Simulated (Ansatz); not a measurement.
Relaxation of C₂H₅BFNSe (11 atoms, charge 0, multiplicity 1), to a largest force component of 0.02 eV/Å in at most 50 steps.

Level of theory: RKS PBE-D4/def2-SVP (Ansatz 0.2.0).

```xyz
11
Properties=species:S:1:pos:R:3
N 0.158 -1.714 1.267
B -0.049 -0.167 1.097
C -0.560 0.457 -0.303
F -1.586 -0.064 -0.884
C 0.509 0.908 -1.244
Se -0.454 2.436 -0.377
H 0.800 -1.988 0.518
H -0.780 -2.082 1.039
H 0.222 0.564 2.046
H 1.562 0.814 -0.861
H 0.244 0.780 -2.278
```

Task: Where does it end, and by what steps?

Result: The run converged. After 18 steps the energy has fallen by 2.091 eV; H7 moved furthest, 1.80 Å.

```json
{"step": "0", "energy less start (eV)": "0.0000", "largest force component (eV/Å)": "2.929", "accepted": "yes"}
{"step": "1", "energy less start (eV)": "-0.3830", "largest force component (eV/Å)": "1.496", "accepted": "yes"}
{"step": "2", "energy less start (eV)": "-0.6663", "largest force component (eV/Å)": "0.946", "accepted": "yes"}
{"step": "3", "energy less start (eV)": "-0.8923", "largest force component (eV/Å)": "1.997", "accepted": "yes"}
{"step": "4", "energy less start (eV)": "-1.1572", "largest force component (eV/Å)": "1.839", "accepted": "yes"}
{"step": "5", "energy less start (eV)": "-1.4085", "largest force component (eV/Å)": "1.935", "accepted": "yes"}
{"step": "6", "energy less start (eV)": "-1.6063", "largest force component (eV/Å)": "1.455", "accepted": "yes"}
{"step": "7", "energy less start (eV)": "-1.7427", "largest force component (eV/Å)": "1.074", "accepted": "yes"}
{"step": "8", "energy less start (eV)": "-1.8671", "largest force component (eV/Å)": "1.098", "accepted": "yes"}
{"step": "9", "energy less start (eV)": "-1.9871", "largest force component (eV/Å)": "0.434", "accepted": "yes"}
{"step": "10", "energy less start (eV)": "-2.0488", "largest force component (eV/Å)": "0.195", "accepted": "yes"}
{"step": "11", "energy less start (eV)": "-2.0698", "largest force component (eV/Å)": "0.549", "accepted": "yes"}
{"step": "12", "energy less start (eV)": "-2.0857", "largest force component (eV/Å)": "0.304", "accepted": "yes"}
{"step": "13", "energy less start (eV)": "-2.0886", "largest force component (eV/Å)": "0.153", "accepted": "yes"}
{"step": "14", "energy less start (eV)": "-2.0903", "largest force component (eV/Å)": "0.060", "accepted": "yes"}
{"step": "15", "energy less start (eV)": "-2.0909", "largest force component (eV/Å)": "0.037", "accepted": "yes"}
{"step": "16", "energy less start (eV)": "-2.0912", "largest force component (eV/Å)": "0.024", "accepted": "yes"}
{"step": "17", "energy less start (eV)": "-2.0912", "largest force component (eV/Å)": "0.020", "accepted": "yes"}
{"step": "18", "energy less start (eV)": "-2.0912", "largest force component (eV/Å)": "0.003", "accepted": "yes"}
```

```xyz
11
Properties=species:S:1:pos:R:3
N -0.261 -1.589 1.296
B 0.352 -0.443 0.782
C -0.242 0.215 -0.515
F -1.147 -0.536 -1.218
C 0.401 1.306 -1.273
Se -0.880 2.074 0.027
H 0.041 -2.055 2.150
H -1.075 -2.014 0.848
H 1.328 0.043 1.317
H 1.461 1.535 -1.070
H 0.086 1.408 -2.324
```

Run time: 54 s on 2 threads of Intel(R) Xeon(R) 6975P-C (Granite Rapids) (shared host), peak memory 0.21 GiB.
